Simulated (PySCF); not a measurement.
## Removal energies of Se²⁴⁺ from EOM-IP-GCCSD

Reference: closed-shell Se²⁴⁺, [Ne]; one electron is removed. Calculated with PySCF 2.14, two-component X2C-1e with screened spin-orbit coupling, an uncontracted even-tempered set (18 s from 1.7 bohr⁻², ratio 2.6; 12 p from 2.2 bohr⁻², ratio 2.6; 6 d from 2.2 bohr⁻², ratio 2.8; 3 f from 60 bohr⁻², ratio 2.8); frozen 1s2; the 50 highest virtual spinors dropped; of the others 44 kept and the rest restored at second order. No Breit or QED terms. Binding energies in eV.

| level | Koopmans | second order | EOM-CCSD |
| --- | --- | --- | --- |
| 2s1/2 | 2754.0 | 2750.9 | 2751.0 |
| 2p1/2 | 2585.4 | 2583.3 | 2583.5 |
| 2p3/2 | 2541.3 | 2539.4 | 2539.5 |

For comparison, the ionisation energy of Se²⁴⁺ is 2540.7 ± 1.4 eV (semi-empirical (NIST evaluation); NIST Atomic Spectra Database, ionization energies).
